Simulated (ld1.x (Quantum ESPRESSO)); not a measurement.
Reading a pseudo-wave (manganese (Mn))

Columns: radius, all-electron u(r) and pseudo u(r) of the 4s shell (level -5.12 eV) of manganese in the configuration [Ar] 3d5 4s2 4p0; PBEsol, scalar-relativistic, PAW scheme, ld1.x (Quantum ESPRESSO) 7.5.

```tsv
r (bohr)	all-electron	pseudo
0.180	-0.1629	-0.0717
0.360	0.0415	-0.1423
0.540	0.2459	-0.2111
0.720	0.2536	-0.2769
0.900	0.1368	-0.3390
1.080	-0.0236	-0.3965
1.260	-0.1816	-0.4487
1.440	-0.3174	-0.4949
1.620	-0.4252	-0.5346
1.800	-0.5055	-0.5673
1.980	-0.5616	-0.5926
2.160	-0.5972	-0.6102
2.340	-0.6160	-0.6200
2.520	-0.6212	-0.6218
2.700	-0.6157	-0.6158
2.880	-0.6020	-0.6020
3.060	-0.5820	-0.5820
3.240	-0.5574	-0.5574
3.420	-0.5297	-0.5297
3.600	-0.5001	-0.5001
3.780	-0.4693	-0.4693
3.960	-0.4383	-0.4383
4.140	-0.4075	-0.4075
4.320	-0.3774	-0.3774
4.500	-0.3485	-0.3485
4.680	-0.3208	-0.3208
```

(1) How many radial nodes do the two functions have?

(2) At about which radius was the pseudo-wave matched?

(3) Where does each function peak?

(4) Is the pseudo-wave norm-conserving?

Answers

(1) The all-electron 4s function has n − l − 1 = 3 (the table is too coarse to show those close to the nucleus); the pseudo-wave has 0, since the states of the same l below it are removed with the core.

(2) 2.75 bohr, where the columns begin to agree (steps of 0.18 bohr).

(3) Outermost all-electron maximum near 2.52 bohr, pseudo maximum near 2.52 bohr (to the table’s step).

(4) No, it belongs to a PAW set: the norm inside the radius is not constrained, and the difference is carried by the augmentation charge.
